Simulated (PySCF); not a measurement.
A calculated (PBE0, PySCF 2.14, def2-SVP, no relativity, point nucleus) atom or ion has these occupied shells.

```tsv
shell	electrons	orbital energy (eV)	rms radius, mean of both spins (bohr)
1s α	1	-14004.0	0.0491
1s β	1	-14003.6	0.0491
2s α	1	-1871.2	0.203
2s β	1	-1871.0	0.203
2p α	3	-1695.7	0.179
2p β	3	-1695.4	0.179
3s α	1	-305.27	0.578
3s β	1	-304.74	0.578
3p α	3	-242.33	0.588
3p β	3	-241.66	0.588
3d α	5	-129.27	0.610
3d β	5	-128.71	0.610
4s α	1	-62.314	1.59
4s β	1	-57.077	1.59
4p α	3	-46.422	1.79
```

Question: Name the element and its charge.

Answer: Kr³⁺ (krypton, charge +3), in [Ar] 3d10 4s2 4p3, high-spin 4S determinant.
